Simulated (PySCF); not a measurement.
Atoms are numbered as in `[CH3:1][C:2](=[S:3])[O:4][SiH3:5]`; H(Xn) means a hydrogen on atom n.

Geometry: GFN2-xTB; GIAO shifts from PySCF, gas phase, non-relativistic, averaged over equivalent atoms.

At PBE0/pcSseg-1 (129 basis functions, 11 s wall time on 1 thread of an Arm Neoverse V1, shared host):
```csv
atoms,δ (ppm)
C2,234.8
C1,37.1
O4,260.0
Si5,-45.4
H(Si5),4.89
H(C1),2.82
```

δ = σ(ref) − σ, references computed at the same level: 13C (186.93 ppm), 29Si (349.16 ppm), 1H (31.72 ppm) against TMS; H2O for 17O (336.08 ppm).

Estimate the result of repeating the calculation with revPBE/aug-pcSseg-1.

Answers


```csv
atoms,δ at revPBE/aug-pcSseg-1,change
C2,225.6,-9.2
C1,37.5,+0.4
O4,257.4,-2.6
Si5,-50.9,-5.5
H(Si5),5.08,+0.19
H(C1),2.93,+0.11
```

Shifts are taken against calculated references (same method and geometry level): 13C (σ = 183.25 ppm) and 29Si (σ = 336.32 ppm) and 1H (σ = 31.72 ppm) vs TMS; 17O (σ = 322.83 ppm) vs H2O.

The largest change is at C2 (thiocarbonyl carbon). Cost: 198 basis functions, 39 s wall time on 1 thread of an Arm Neoverse V1, shared host.

Unscaled 17O shifts of doubly bonded oxygen tend to come out too high, by tens of ppm or more. Experimental scales use liquid or dissolved standards, which lie at an offset from isolated H2O (liquid H2O: subtract about 36 ppm).
